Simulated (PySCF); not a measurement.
Computed with PBE-D3(BJ)/def2-TZVP // r2SCAN-D4/def2-TZVP run with PySCF 2.14.0. Isolated molecules, 0 K electronic values unless said otherwise. 

Reference species (SMILES): `F[SiH]F` (neutral, multiplicity 2).

* **dipole moment**: 1.24 D

Changed species: `F[Si](F)Br` (radical fragment; the reference has radical fragment).

Problem. Predict the effect on the dipole moment.

Solution. the dipole moment falls by 0.37 D, to 0.87 D.
